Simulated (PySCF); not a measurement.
## 29Si chemical shifts

Calculated, not measured (PySCF 2.14): geometry from GFN2-xTB, GIAO PBE0/pcSseg-1 shieldings. Non-relativistic Hamiltonian, single conformer, equivalent nuclei averaged, gas phase.

Shieldings were converted by a linear fit to measured shifts: 29Si: δ = 279.94 − 0.822σ (rms 8.9 ppm, 72 shifts, 25.8 ppm with the 6 outliers that the fit left out vs TMS, solution or neat liquid). Occasional misses reach two or three times the rms, and more in compound classes unlike the fitted ones.

Question: Give the 29Si shifts of `N[SiH2]O[SiH2]O[SiH3]`, `C[SiH2]N[SiH2]C(C)C`, `CC(C)(C)N[SiH2][SiH3]`, `C=C(C)[Si](C)(C)[SiH2]C`, `C[SiH2][SiH2]NC(C)C`, `CC(=S)C[C@@](C)([SiH3])Cl`, `CNC(C)(C)[SiH2]CF`.

Answer: 
```tsv
compound	environment	δ (ppm)
[NH2:1][SiH2:2][O:3][SiH2:4][O:5][SiH3:6]	Si2: silicon bonded to N, O, 2 H	-35.8
[NH2:1][SiH2:2][O:3][SiH2:4][O:5][SiH3:6]	Si6: silicon bonded to O, 3 H	-43.9
[NH2:1][SiH2:2][O:3][SiH2:4][O:5][SiH3:6]	Si4: silicon bonded to 2 O, 2 H	-45.8
[CH3:1][SiH2:2][NH:3][SiH2:4][CH:5]([CH3:6])[CH3:7]	Si4: silicon bonded to C, N, 2 H	-28.1
[CH3:1][SiH2:2][NH:3][SiH2:4][CH:5]([CH3:6])[CH3:7]	Si2: silicon bonded to C, N, 2 H	-33.7
[CH3:1][C:2]([CH3:3])([CH3:4])[NH:5][SiH2:6][SiH3:7]	Si6: silicon bonded to N, Si, 2 H	-63.2
[CH3:1][C:2]([CH3:3])([CH3:4])[NH:5][SiH2:6][SiH3:7]	Si7: silicon bonded to Si, 3 H	-106.4
[CH2:1]=[C:2]([CH3:3])[Si:4]([CH3:5])([CH3:6])[SiH2:7][CH3:8]	Si4: silicon bonded to 3 C, Si	-26.0
[CH2:1]=[C:2]([CH3:3])[Si:4]([CH3:5])([CH3:6])[SiH2:7][CH3:8]	Si7: silicon bonded to C, Si, 2 H	-73.9
[CH3:1][SiH2:2][SiH2:3][NH:4][CH:5]([CH3:6])[CH3:7]	Si3: silicon bonded to N, Si, 2 H	-51.3
[CH3:1][SiH2:2][SiH2:3][NH:4][CH:5]([CH3:6])[CH3:7]	Si2: silicon bonded to C, Si, 2 H	-74.8
CC(=S)C[C@@](C)([SiH3])Cl	silicon bonded to C, 3 H	-47.6
CNC(C)(C)[SiH2]CF	silicon bonded to 2 C, 2 H	-38.1
```
